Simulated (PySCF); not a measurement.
# Basis-set dependence of population analyses: `C#CBN[SiH3]`

Species: C2H6BNSi.
Structure used (PBE0-D3(BJ)/def2-SVP), in Å, numbered top down from 1:
```
atom  x, y, z in Å
C1     2.4170   -0.8182    0.8058
C2     1.6430    0.0204    0.3798
B3     0.7129    1.1206   -0.1470
N4    -0.6496    0.8882   -0.4050
Si5   -1.5888   -0.5930   -0.2183
H6     3.0951   -1.5624    1.1830
H7     1.1634    2.2270   -0.3444
H8    -1.1652    1.6983   -0.7377
H9    -0.6559   -1.7400   -0.0774
H10   -2.4503   -0.7597   -1.4275
H11   -2.4842   -0.5056    0.9750
```

PBE0 throughout (PySCF), one geometry, spherical d and f functions. The structure is a single PBE0-D3(BJ)/def2-SVP conformer in the gas phase; no vibrational or solvent corrections. The first 7 of 9 kinds of atom are listed.

Mulliken charges (e):

| basis | functions | C1 | C2 | B3 | N4 | Si5 | H6 | H7 |
| --- | --- | --- | --- | --- | --- | --- | --- | --- |
| STO-3G | 35 | -0.147 | -0.146 | +0.210 | -0.511 | +0.658 | +0.112 | -0.056 |
| 6-31G | 61 | -0.296 | -0.168 | +0.431 | -0.961 | +0.703 | +0.265 | -0.026 |
| pcSseg-0 | 61 | -0.300 | -0.358 | +0.553 | -1.059 | +0.666 | +0.282 | +0.045 |
| 6-31G* | 86 | -0.286 | -0.020 | +0.165 | -0.721 | +0.474 | +0.233 | -0.012 |
| cc-pVDZ | 104 | -0.185 | +0.072 | -0.004 | -0.153 | +0.289 | +0.020 | -0.032 |
| def2-SVP | 104 | -0.164 | +0.054 | -0.018 | -0.295 | +0.439 | +0.047 | -0.021 |
| aug-cc-pVDZ | 173 | +0.955 | -0.380 | -0.617 | -0.285 | -0.412 | -0.508 | +0.545 |
| 6-311+G(2d,p) | 179 | -0.429 | +0.117 | +0.309 | -0.825 | +0.566 | +0.168 | +0.005 |
| def2-TZVP | 197 | -0.281 | -0.030 | +0.051 | -0.353 | +0.230 | +0.179 | +0.014 |
| cc-pVTZ | 238 | -0.080 | -0.186 | +0.006 | -0.153 | +0.201 | +0.155 | -0.017 |
| IGLO-III | 244 | -0.211 | -0.208 | +0.395 | -0.592 | +0.811 | +0.148 | -0.070 |

IAO charges (e):

| basis | functions | C1 | C2 | B3 | N4 | Si5 | H6 | H7 |
| --- | --- | --- | --- | --- | --- | --- | --- | --- |
| STO-3G | 35 | -0.152 | -0.157 | +0.093 | -0.546 | +0.736 | +0.155 | +0.001 |
| 6-31G | 61 | -0.194 | -0.140 | +0.093 | -0.595 | +0.582 | +0.201 | +0.012 |
| pcSseg-0 | 61 | -0.181 | -0.138 | +0.074 | -0.582 | +0.582 | +0.193 | +0.008 |
| 6-31G* | 86 | -0.183 | -0.147 | +0.112 | -0.629 | +0.718 | +0.198 | +0.005 |
| cc-pVDZ | 104 | -0.194 | -0.141 | +0.093 | -0.618 | +0.709 | +0.201 | +0.010 |
| def2-SVP | 104 | -0.186 | -0.139 | +0.093 | -0.615 | +0.729 | +0.195 | +0.006 |
| aug-cc-pVDZ | 173 | -0.201 | -0.141 | +0.096 | -0.631 | +0.711 | +0.206 | +0.012 |
| 6-311+G(2d,p) | 179 | -0.200 | -0.142 | +0.100 | -0.645 | +0.747 | +0.206 | +0.012 |
| def2-TZVP | 197 | -0.199 | -0.142 | +0.103 | -0.647 | +0.757 | +0.206 | +0.011 |
| cc-pVTZ | 238 | -0.199 | -0.143 | +0.102 | -0.643 | +0.742 | +0.206 | +0.011 |
| IGLO-III | 244 | -0.201 | -0.143 | +0.101 | -0.648 | +0.755 | +0.207 | +0.012 |

Task: Which scheme is steadiest as the basis changes?

Result: Largest range over the bases for any column: IAO 0.18 e, Mulliken 1.38 e. IAO charges move least and Mulliken charges most, counted in e. Without the minimal STO-3G basis the ranges are IAO 0.18, Mulliken 1.38 e.

Task: How much do the charges still move between the two largest bases, cc-pVTZ and IGLO-III?

Result: At most, over all atoms: Mulliken 0.610 e, IAO 0.013 e.

Task: What do the same runs give for the total energy, the frontier levels and the dipole moment?

Result: 
```csv
basis,energy (Eh),HOMO (eV),LUMO (eV),μ (D)
STO-3G,-443.2691,-5.35,2.63,2.32
6-31G,-448.4866,-7.59,-0.53,1.35
pcSseg-0,-447.8920,-7.90,-0.75,1.37
6-31G*,-448.5548,-7.55,-0.62,1.11
cc-pVDZ,-448.5851,-7.71,-0.82,1.16
def2-SVP,-448.3747,-7.78,-0.87,1.16
aug-cc-pVDZ,-448.5951,-7.87,-1.07,1.08
"6-311+G(2d,p)",-448.6378,-7.89,-1.09,1.07
def2-TZVP,-448.6522,-7.88,-1.04,1.05
cc-pVTZ,-448.6502,-7.86,-1.00,1.05
IGLO-III,-448.6562,-7.89,-1.08,1.06
```

The dipole is fixed by the density alone, so its range of 1.27 D shows that the density itself changes with the basis, not only its division among atoms.
